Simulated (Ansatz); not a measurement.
F$_{3}$OW, charge +1, singlet, geometry from GFN2-xTB (such geometries of metal compounds can be far from the true shape) (the multiplicity is a formal guess) (core potentials on W). Base run: Ansatz (a first-principles code) with PBE0/def2-SVP.

Here is a job for Ansatz.
Ansatz 0.2 input:
```yaml
crystal:
  periodic: [false, false, false]
  atoms:
    - {symbol: W, position_ang: [0.03276909, 0.01661360, -0.03832689]}
    - {symbol: O, position_ang: [1.06473280, 0.53980879, -1.24531676]}
    - {symbol: F, position_ang: [0.85407835, -0.92010144, 1.24100277]}
    - {symbol: F, position_ang: [-1.27389095, -1.04545804, -0.63272718]}
    - {symbol: F, position_ang: [-0.79605128, 1.34912875, 0.81380483]}
basis:
  gaussian:
    orbitals: def2-SVP
hamiltonian:
  xc: pbe0
total_charge: 1
```

Variants of this job, named by their change:

```csv
change,ΔE vs base (mEh)
base,0.000
lower_state_search = light,0.000
fitting.mean_field = def2-universal-JKFIT,0.005
lower_state_search = full,0.000
"final_grid = 14, 28, 59",-0.001
nuclear_model = gaussian,___
forces = on,-0.015
"point_charge = charge:0.5 position_ang:1.0237, -3.3405, 3.2703",54.001
"final_grid = 10, 20, 41",0.000
"point_charge = charge:1.0 position_ang:-4.3263, -2.0135, -0.386",106.5
accuracy = high,-0.019
```

Problem. Fill in the missing entries.

Solution. 
- nuclear_model = gaussian, ΔE vs base (mEh): 0.076
